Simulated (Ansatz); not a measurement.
A further run on Se(SiH3)2 (Si₂H₆Se).

```yaml
crystal:
  periodic: [false, false, false]
  atoms:
    - {symbol: Se, position_ang: [0.003260, -0.030971, -1.580139]}
    - {symbol: Si, position_ang: [1.690518, 0.008645, -0.037452]}
    - {symbol: H, position_ang: [1.591703, 1.220719, 0.829488]}
    - {symbol: H, position_ang: [2.961346, 0.039272, -0.815240]}
    - {symbol: H, position_ang: [1.651563, -1.205703, 0.830915]}
    - {symbol: Si, position_ang: [-1.691588, -0.009741, -0.045652]}
    - {symbol: H, position_ang: [-2.960806, -0.074733, -0.824187]}
    - {symbol: H, position_ang: [-1.656053, 1.238674, 0.773452]}
    - {symbol: H, position_ang: [-1.589933, -1.186162, 0.868814]}
basis:
  gaussian: {orbitals: def2-SVPD}
hamiltonian: {xc: {name: CAM-B3LYP}}
scf: {omitted_lower_state_checks: [starts]}
```

```sh
$ ansatz run in.yaml --threads 4 --pin off --events-out ev --progress --plain --max-ram 3916MiB
```

It prints (some lines left out):

```
Functional definition: CAM-B3LYP
1325 factors; their error is unknown
558 factors; integrals over basis functions are off by at most 1.9e-5 eV
mean field evaluation 1: about -81193.6218 eV, gradient 1.0e1 eV
mean field evaluation 2: about -81193.8658 eV, gradient 4.5e0 eV
mean field evaluation 4: about -81193.9390 eV, gradient 4.8e-1 eV
mean field evaluation 8: about -81194.1734 eV, gradient 6.5e-3 eV
mean field -81194.17340668 eV, -2983.8308373082 hartree, gradient 4.3e-5 eV, S^2 0.000000; 0 other end points of the search recorded, 0 dependent functions left out
reference -81194.17355477 eV, -2983.8308427503 hartree; 34, 34 occupied and 103, 103 virtual orbitals, 1325 factors
Total energy: -81194.17355477 eV, -2983.8308427503 hartree
Checks for a lower state left out: starts
```

Run time 2.2 s (4 threads of Arm Neoverse V1 on a shared host).
